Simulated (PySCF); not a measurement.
## InCl⁺: from constants to spectrum

UHF-CCSD(T) constants of InCl⁺, ²Σ⁺ (doublet), unpaired electrons σ ↑ (PySCF, spin-free X2C with a Gaussian nucleus, basis sets In x2c-SVPall, Cl x2c-SVPall; masses 114.9039 and 34.9689 u):

```
ωe             : 325.3 cm⁻¹
ωexe           : 4.64 cm⁻¹
Be             : 0.11532 cm⁻¹
αe             : 0.00109 cm⁻¹
De to In⁺ + Cl : 0.476 eV
```

Problem. What force constant and bond length do these constants imply?

Solution. Reduced mass μred = 26.810 u; k = 5.8918×10⁻⁷·μred·ωe² (u, cm⁻¹, mdyn/Å) = 1.67 mdyn/Å; Re = √(16.8576/(μred·Be)) (u, cm⁻¹, Å) = 2.335 Å.

Problem. Estimate the centrifugal constant D from the Kratzer relation and find the Dunham coefficient a1.

Solution. D = 4Be³/ωe² = 5.8e-08 cm⁻¹; a1 = −1 − αeωe/(6Be²) = -5.44.

Correlated steps freeze 23 core orbitals. Correlated levels converge slowly with the basis: in double zeta they bind strong bonds too weakly, by up to about 1 eV, and carry superposition errors of some tenths. These are scalar-relativistic numbers at best; spin–orbit coupling would shift them, the dissociation energy most. For an ion De counts to the pair picked by the measured ionisation energies or electron affinities, which need not be the lowest pair at this level. The state is the lowest determinant that a PBE0 search found; another state may lie lower at other levels.
